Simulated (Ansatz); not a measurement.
System: C₂H₃F₃O₂Si, charge 0, multiplicity 1. 
Structure (B3LYP-D3(BJ)/def2-TZVP (Ansatz, a first-principles code) minimum search):
```xyz
11

C     -2.9950    -0.0406    -0.1543
C     -1.6103     0.3006     0.2956
O     -1.3036     1.0454     1.1808
O     -0.6588    -0.3600    -0.4461
Si     0.9473    -0.1794    -0.1769
F      1.4249     1.2981    -0.4065
F      1.6598    -1.1003    -1.2326
F      1.3656    -0.6567     1.2587
H     -3.7204     0.4959     0.4497
H     -3.1115     0.2203    -1.2071
H     -3.1520    -1.1168    -0.0682
```
Charge 0, spin multiplicity 1.

Dipole moments at this geometry, in debye (magnitudes).

```csv
level,program,dipole (D)
SVWN5/def2-TZVPD,Ansatz,3.12
PBE/def2-TZVPD,Ansatz,3.02
BLYP/def2-TZVPD,Ansatz,3.03
revPBE/def2-TZVPD,Ansatz,2.99
r2SCAN/def2-TZVPD,Ansatz,3.11
B97M-V/def2-TZVPD,Ansatz,3.07
B3LYP/def2-TZVPD,Ansatz,3.14
PBE0/def2-TZVPD,Ansatz,3.15
BHLYP/def2-TZVPD,Ansatz,3.29
r2SCANh/def2-TZVPD,Ansatz,3.15
HSE06/def2-TZVPD,Ansatz,3.15
LC-wPBE/def2-TZVPD,Ansatz,3.16
wB97X-V/def2-TZVPD,Ansatz,3.15
CCSD(T)/aug-cc-pV(D+d)Z,Ansatz,3.05
```
